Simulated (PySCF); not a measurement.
## CaSi⁻ at UHF

Level: UHF. basis Ca def2-SVPD, Si def2-SVPD; no relativity; PySCF 2.14.

For CaSi⁻, the state is ⁴Σ⁻ (quartet), unpaired electrons σ ↑, π ↑↑. The bond length is 3.121 Å, the harmonic wavenumber is 184 cm⁻¹ and the force constant is 0.328 mdyn/Å. The rotational constant Be is 0.1052 cm⁻¹. The anharmonicity ωexe is 0.972 cm⁻¹ and the vibration–rotation constant αe is 0.000797 cm⁻¹. The bond order (Mayer) is 0.70 and the dipole moment (positive dipole points towards Si; it is taken about the centre of mass and depends on that origin) is 2.64 D.

Hartree–Fock leaves out correlation, which carries a large part of most bond energies and some tenths to 1 eV of ionisation energies. The state was picked by a PBE0 search and need not be the measured ground state.
